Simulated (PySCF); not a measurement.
# Do core-level shifts follow atomic charges?

Compound: C₇H₁₃P.
Structure used (PBE0-D3(BJ)/def2-SVP), in Å, numbered top down from 1:
```xyz
21
C7H13P angstrom
C     -1.9067   -1.2776    0.9444
C     -1.2933   -0.4708   -0.1914
C     -2.0536    0.8379   -0.4171
C      0.1754   -0.2013   -0.0087
C      0.9464   -0.5380    1.0367
C      2.3796   -0.0926    1.0053
C      2.7229    0.2331   -0.4506
P      1.1360    0.6852   -1.3235
H     -1.3857   -2.2362    1.0875
H     -1.8625   -0.7218    1.8949
H     -2.9648   -1.4971    0.7358
H     -1.3888   -1.0630   -1.1220
H     -3.1188    0.6438   -0.6162
H     -1.6508    1.3968   -1.2767
H     -1.9837    1.4870    0.4705
H      0.5574   -1.0744    1.9085
H      3.0599   -0.8527    1.4252
H      2.4944    0.8031    1.6466
H      3.1074   -0.6649   -0.9611
H      3.4830    1.0201   -0.5622
H      0.9870    2.0073   -0.7803
```

Binding energies: delta-SCF UKS SCAN, pcX-2 on the ionised atom, pcseg-1 elsewhere, spin-free X2C (PySCF). Charges: PBE0/pcSseg-1 ground-state density, for the ionised atom.

```
atom                      environment  C 1s (eV)  Mulliken (e)  IAO (e)  Hirshfeld (e)  ESP (e)
  C4  fully substituted alkene carbon     289.78        -0.449   -0.183         -0.047   +0.014
  C5                 alkene CH carbon     289.79        -0.088   -0.162         -0.053   -0.022
  C7   sp3 carbon bound to phosphorus     290.36        -0.470   -0.425         -0.110   +0.136
  C1                    methyl carbon     290.40        -0.234   -0.408         -0.115   -0.497
  C2                   allylic carbon     290.59        -0.265   -0.095         -0.024   +0.165
  C6                   allylic carbon     290.63        -0.152   -0.259         -0.071   -0.374
```

**Question.** How well does each charge scheme correlate with the binding energies over these sites?

**Answer.** Mulliken: r = 0.10, slope 0.2 eV per e; Hirshfeld: r = -0.21, slope -2.2 eV per e; IAO: r = -0.25, slope -0.7 eV per e; ESP: r = -0.26, slope -0.4 eV per e. On 6 points no scheme stands out.

**Question.** The point-charge model writes a binding energy as kq + V + constant, with V the potential of the other atoms' charges at the site. What does it give with the ESP charges?

**Answer.** V = Σ 14.40 eV Å × q/r over all other atoms: -1.39 eV at C4, -0.63 eV at C5, -2.30 eV at C7, +6.05 eV at C1, -3.90 eV at C2, +4.21 eV at C6. Fitting binding energy − V to q gives k = 13.8 eV per e and leaves an rms residual of 0.51 eV, against 0.34 eV for the fit on q alone. The model has no term for differences in relaxation between sites.

Geometry: PBE0-D3(BJ)/def2-SVP, one conformer, isolated molecule.
